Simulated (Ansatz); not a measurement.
Mulliken charges of `N[C]1=[C]([AlH2])[AlH]1` from B3LYP/def2-TZVPP in Ansatz (PBE0-D4/def2-TZVP geometry).

| atom | x (Å) | y (Å) | z (Å) | charge (e) |
| --- | --- | --- | --- | --- |
| N1 | -0.802 | 1.648 | -0.196 | -0.281 |
| C2 | 0.047 | 0.728 | -0.659 | 0.069 |
| C3 | 0.382 | -0.523 | -0.121 | -0.350 |
| Al4 | -0.133 | -1.504 | 1.434 | 0.371 |
| Al5 | 1.298 | -0.194 | -1.700 | 0.253 |
| H6 | -1.316 | 1.501 | 0.661 | 0.156 |
| H7 | -0.947 | 2.510 | -0.687 | 0.174 |
| H8 | 0.473 | -2.947 | 1.710 | -0.149 |
| H9 | -1.174 | -0.914 | 2.497 | -0.170 |
| H10 | 2.256 | -0.356 | -2.936 | -0.074 |

Task: By hand: the dipole of these point charges (1 e Å = 4.8032 D).

Result: Σ q r = (-0.034, 0.455, -0.325) e Å, of length 0.560 e Å = 2.69 D.

Task: How does the dipole of the full density compare? (Estimate.)

Result: The calculation gave: (-0.057, 0.469, -0.302) e Å, 2.69 D; the point charges give 1.00 times that, at 4° from its direction.

Point charges leave out the atoms' own dipoles, such as those of lone pairs, and Mulliken's split depends on the basis, so the close match here is no proof of good charges.

B3LYP here is the variant with VWN-RPA as its local correlation; programs differ in this.
